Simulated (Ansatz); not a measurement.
Input for Ansatz (a quantum-chemistry and plane-wave program): U-r2SCAN/cc-pV(T+d)Z on BCl, a point of a bond scan (R = 6.886 Å). Files ending in .json are basis or fitting sets from the Basis Set Exchange.

Ansatz 0.2 input:
```yaml
crystal:
  periodic: [false, false, false]
  atoms:
    - {symbol: B, position_ang: [-0.00000000, -0.00000000, -1.33031220]}
    - {symbol: Cl, position_ang: [0.00000000, 0.00000000, 5.55600980]}
basis:
  gaussian:
    orbitals: cc-pV_T+d_Z.json
hamiltonian:
  xc: {name: r2SCAN}
magnetization: {spin_polarized: true, initial_magnetization: 0}
```

Output:

```
WARN ansatz: RAYON_NUM_THREADS=1 ignored (pool sized by the plan → 1); use --threads N
Functional definition: r2SCAN
integrals: 0.01 GiB planned
529 factors; their error is unknown
mean field: 0.14 GiB planned
mean field evaluation 1: about -13185.4656 eV, gradient 1.8e1 eV
mean field evaluation 2: about -12879.5758 eV, gradient 1.1e2 eV
mean field evaluation 4: about -12904.6017 eV, gradient 9.9e1 eV
mean field evaluation 8: about -13190.5507 eV, gradient 2.0e-1 eV
mean field evaluation 16: about -13190.5808 eV, gradient 7.0e-2 eV
mean field evaluation 32: about -13191.3038 eV, gradient 1.6e-5 eV
mean field evaluation 64: about -13191.2978 eV, gradient 3.4e-2 eV
mean field evaluation 96: about -13191.3000 eV, gradient 5.9e-2 eV
mean field evaluation 128: about -13191.0017 eV, gradient 1.1e-1 eV
mean field evaluation 160: about -13191.3032 eV, gradient 4.3e-5 eV
mean field evaluation 192: about -13191.3037 eV, gradient 1.3e-3 eV
mean field evaluation 224: about -13191.0968 eV, gradient 3.7e0 eV
mean field evaluation 256: about -13191.0087 eV, gradient 2.9e0 eV
mean field evaluation 288: about -13191.2831 eV, gradient 7.4e-1 eV
mean field evaluation 320: about -13191.2972 eV, gradient 9.3e-2 eV
mean field -13191.30377003 eV, -484.7714721619 hartree, gradient 2.7e-6 eV, S^2 0.780686; 17 other end points of the search recorded, 0 dependent functions left out
reference -13191.30378427 eV, -484.7714726852 hartree; 11, 11 occupied and 58, 58 virtual orbitals, 529 factors
Total energy: -13191.30378427 eV, -484.7714726852 hartree
```

The run converged. Its determinant has ⟨S²⟩ = 0.78, a mixture of spin states.

Cost: very roughly 40 core-seconds.
